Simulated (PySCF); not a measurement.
SMILES C[Se], doublet (B3LYP/def2-SVP optimised geometry):

```
5

C     -0.201    -0.624     0.000
Se    -0.898     1.200     0.000
H     -0.594    -1.200    -0.849
H     -0.549    -1.093     0.936
H      0.898    -0.624     0.000
```

Computed with unrestricted B3LYP/def2-TZVP (PySCF 2.14.0).

What are the frontier orbital energies (α orbitals alone; a β orbital can be the lowest empty one) and the dipole moment?

HOMO-2 -9.63 eV, HOMO-1 -7.44 eV, HOMO -6.41 eV, LUMO 0.14 eV, LUMO+1 1.52 eV; dipole moment 1.52 D.

On the same geometry unrestricted PBE/def2-TZVP (PySCF) gives HOMO-2 -8.67 eV, HOMO-1 -6.47 eV, HOMO -5.45 eV, LUMO -0.51 eV, LUMO+1 0.99 eV; dipole moment 1.55 D.

Meta-Löwdin charges at B3LYP/def2-TZVP: C1 -0.41, Se2 0.01, H3 0.13, H4 0.14, H5 0.13.
